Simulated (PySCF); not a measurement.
C₅H₃FO₃S (charge -1 and doublet state).
Cartesian coordinates in Å at the GFN2-xTB level; atoms count from 1:
```xyz
13
C5H3FO3S angstrom
O     -0.0493   -1.9083    0.1838
C      0.3989   -0.7386    0.0860
C     -0.2393    0.4716   -0.2388
O     -1.6004    0.6506   -0.4769
C     -2.4958   -0.2652   -0.1608
O     -3.6772   -0.0924   -0.3648
C      0.5734    1.5918   -0.3531
S      2.2731    1.1942   -0.2166
C      1.8921   -0.4812    0.3425
F      2.1821   -0.6065    1.7015
H     -2.0975   -1.1861    0.2895
H      0.2885    2.5755   -0.6559
H      2.5471   -1.2049   -0.1541
```

The hyperfine couplings belong to this conformer and change with its torsions.

The species is `O=C1C(O[CH][O-])=CS[C@H]1F` [radical] (charge -1).

Theory: UKS B3LYP, pcH-1 on C F H O S, non-relativistic, mean-field spin-orbit, GIAO (PySCF 2.14.0). Whether the extra electron is bound in the gas phase wasn't checked; a finite basis holds it in any case. A GFN2-xTB geometry isn't a minimum of the functional, and hyperfine couplings can be far from their values at a DFT geometry, by a factor of two or more for some ions and for spin on atoms past the first row. No stability test was run, so a lower SCF solution isn't excluded.

Q: Give the principal g shifts and their parts.

A: 
```tsv
Δg (ppm)	1	2	3
relativistic mass correction	-210	-210	-210
gauge correction	3	59	65
orbital Zeeman/spin–orbit	-477	1611	3593
total	-684	1459	3447
```

So g = 2.00164, 2.00378, 2.00577 and g_iso = 2.00373; the tensor is rhombic: the two nearest values differ by 48 % of g3 − g1. Axes: g2 points within 9° of the C2–C9 bond and g3 points within 9° of the C7–H12 bond.

Q: How much does each term add to the isotropic shift?

A: The orbital-Zeeman/spin–orbit term 1576, the mass correction -210 and the gauge correction 42 ppm, for a total of 1408 ppm. The orbital-Zeeman/spin–orbit term is the largest in size. The mass correction is the same along every axis, so the anisotropy comes from the other two: their spans along these axes are 62 (gauge) and 4069 ppm (orbital Zeeman/spin–orbit).

Q: What are the electron Larmor frequencies g μB B/h along the three axes at 1200 mT?

A: 33.6185, 33.6545, 33.6878 GHz for g1, g2 and g3, a range of 69.4 MHz.

Q: In a frozen sample, at which fields do the three g values resonate at 9.5, 34, 94 and 263 GHz (hyperfine left aside), and which band first spreads them over more than twice a line width of 1.0 mT?

A: 
| band | GHz | B(g3) mT | B(g2) mT | B(g1) mT | spread mT |
| --- | --- | --- | --- | --- | --- |
| X | 9.5 | 338.40 | 338.74 | 339.10 | 0.70 |
| Q | 34.0 | 1211.12 | 1212.32 | 1213.62 | 2.50 |
| W | 94.0 | 3348.39 | 3351.71 | 3355.30 | 6.91 |
| J | 263.0 | 9368.37 | 9377.66 | 9387.70 | 19.33 |

The spread grows in proportion to the frequency. Q band is the first where it exceeds 2.0 mT.

Largest spin populations (Mulliken): C7 (+0.53), O1 (+0.26), C2 (+0.23) and C3 (-0.07). Three atoms exceed +0.15. The positive populations add up to 1.10 and the negative ones to -0.10, together 2S = 1. The angles at C7 add up to 359.2°, so it is planar.

The HOMO–LUMO gaps are 3.22 eV among the α and 4.43 eV among the β orbitals.

The SMILES draws the unpaired electron on C5; the largest computed Mulliken spin population is on C7 (0.53 against 0.00).
